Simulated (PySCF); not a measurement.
PySCF 2.14 output of an unrestricted r2SCAN calculation on a single atom or ion in aug-cc-pVTZ-PP with ECP28MDF (6s6p5d3f2g, 88 functions), with scalar relativity through the core potential:

```
SCF conv_tol = 1e-09
number electrons alpha = 10  beta = 5
    J. W. Furness, A. D. Kaplan, J. Ning, J. P. Perdew, and J. Sun.,  J. Phys. Chem. Lett. 11, 8208-8215 (2020)
    J. W. Furness, A. D. Kaplan, J. Ning, J. P. Perdew, and J. Sun.,  J. Phys. Chem. Lett. 11, 9248-9248 (2020)
    J. W. Furness, A. D. Kaplan, J. Ning, J. P. Perdew, and J. Sun.,  J. Phys. Chem. Lett. 11, 8208-8215 (2020)
    J. W. Furness, A. D. Kaplan, J. Ning, J. P. Perdew, and J. Sun.,  J. Phys. Chem. Lett. 11, 9248-9248 (2020)
cycle= 1 E= -109.044079122953  delta_E= -0.00792  |g|= 0.0215  |ddm|= 0.129
cycle= 2 E= -109.044232788154  delta_E= -0.000154  |g|= 0.00507  |ddm|= 0.0249
cycle= 3 E= -109.044240062093  delta_E= -7.27e-06  |g|= 0.00132  |ddm|= 0.00405
cycle= 4 E= -109.044240614837  delta_E= -5.53e-07  |g|= 0.00053  |ddm|= 0.00193
cycle= 5 E= -109.044240700834  delta_E= -8.6e-08  |g|= 1.41e-05  |ddm|= 0.000462
cycle= 6 E= -109.044240700936  delta_E= -1.02e-10  |g|= 8.38e-07  |ddm|= 2.38e-05
converged SCF energy = -109.044240700936  <S^2> = 8.7509915  2S+1 = 6.0003305
```

The run itself started from symmetry-adapted Hartree-Fock orbitals and held the occupation by maximum overlap, on a logarithmic radial grid, so the iterations belong to that start.

Problem. Which element, charge and spin multiplicity is this?

Solution. Rh²⁺ (rhodium, charge +2), multiplicity 6; the state was [Kr] 4d6 5s1, high-spin 6D determinant (an excited configuration).

Energies and moments cover only the electrons outside the core potential.
